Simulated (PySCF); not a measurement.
## S⁺ (sulfur, charge +1) across methods

[Ne] 3s2 3p3, high-spin 4S determinant. All numbers are calculated (PySCF 2.14, the non-relativistic Hamiltonian (point nucleus), in aug-cc-pV(T+d)Z). The B2PLYP total includes its PT2 part (frozen core); its orbital energies are those of the SCF part.

| method | E (hartree) | mean ε 3s α (eV) | mean ε 3s β (eV) | mean ε 3p α (eV) | Σ⟨r²⟩ (bohr²) | ⟨S²⟩ |
| --- | --- | --- | --- | --- | --- | --- |
| PBE | -397.5614 | -28.709 | -25.269 | -17.929 | 20.67 | 3.750 |
| wB97X-V | -397.6687 | -34.065 | -29.458 | -21.839 | 20.69 | 3.750 |
| PBE0 | -397.5982 | -31.340 | -26.616 | -19.497 | 20.62 | 3.750 |
| UHF | -397.17030 | -38.433 | -29.062 | -23.463 | 20.78 | 3.751 |
| LDA | -396.3451 | -28.591 | -25.516 | -17.891 | 20.73 | 3.750 |
| M06-L | -397.7368 | -29.667 | -25.208 | -18.191 | 20.27 | 3.752 |
| BLYP | -397.7397 | -28.373 | -25.401 | -17.590 | 20.71 | 3.751 |
| B2PLYP | -397.6194 | -33.832 | -27.791 | -20.804 | 20.69 | 3.751 |
| r2SCAN | -397.7088 | -29.840 | -25.236 | -18.468 | 20.60 | 3.750 |
